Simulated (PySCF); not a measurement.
**Excitation energy of Sc by level of theory**

Sc [Ar] 3d1 4s2 (2D) → Sc [Ar] 3d1 4s1 4p1 (high-spin determinant), as a difference of total energies. Computed with PySCF 2.14 in x2c-TZVPPall, with scalar relativity by spin-free X2C-1e. Correlated levels: valence: [Ar] frozen; valence and next inner shell: [Ne] frozen. The calculations carry no spin-orbit coupling.

```csv
method,excitation energy (eV)
UHF,0.989
LDA,2.050
PBE,1.920
PBE0,1.753
TPSS,1.862
M06-2X,2.299
PW91,1.937
B97-3,2.122
MP2 (valence),1.623
SCS-MP2 (valence),1.815
MP2 (valence and next inner shell),1.874
SCS-MP2 (valence and next inner shell),1.992
```

Q: How much does correlation contribute at MP2 (valence and next inner shell)?

A: 1.874 − (0.989) = 0.885 eV, measured against UHF.

A first-order spin-orbit estimate (lowest level to lowest level, LS coupling) adds -0.008 eV.

The basis was made for the ground configuration and has no added diffuse functions, so the excitation energy can come out too high.

The determinant of the upper state mixes LS terms, which raises its energy above the lowest term, most at the Hartree-Fock and MP2 levels.
